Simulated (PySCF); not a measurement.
CH6F2Si3, SMILES F[Si@@H]1C[Si@H](F)[SiH2]1. Atoms are numbered in the order given.

```xyz
12

F     -1.0399    -0.9249    -1.8305
Si     0.3215    -0.1184    -1.4317
C      1.1847    -1.0015     0.0000
Si     0.3215    -0.1184     1.4317
F     -1.0399    -0.9249     1.8305
Si    -0.1757     1.6898     0.0000
H      1.1232     0.0265    -2.6820
H      2.2484    -0.6944     0.0000
H      1.1516    -2.1030     0.0000
H      1.1232     0.0265     2.6820
H     -1.5095     2.3560     0.0000
H      0.9288     2.7025     0.0000
```

The structure is a stationary point at PBE0-D3(BJ)/def2-SVP. The structure was generated by enumeration; whether it is a known compound was not checked.

Method: PySCF with PBE/pcSseg-1.

GIAO shieldings, no solvent; atoms listed in one row are averaged. δ = σ(ref) − σ: ¹⁹F against CFCl3 (σ = 133.6 ppm); ²⁹Si against TMS (σ = 335.4 ppm); ¹³C against TMS (σ = 182.0 ppm); ¹H against TMS (σ = 31.49 ppm), references at their B3LYP-D3(BJ)/def2-TZVP geometries, non-relativistic.

```
nucleus     atoms  count  δ (ppm)
-------  --------  -----  -------
¹⁹F        F1, F5      2   -239.4
²⁹Si     Si2, Si4      2     45.8
²⁹Si          Si6      1    -88.8
¹³C            C3      1     24.6
¹H        H7, H10      2     6.97
¹H            H11      1     4.50
¹H            H12      1     4.13
¹H             H9      1     1.73
¹H             H8      1     0.61
```
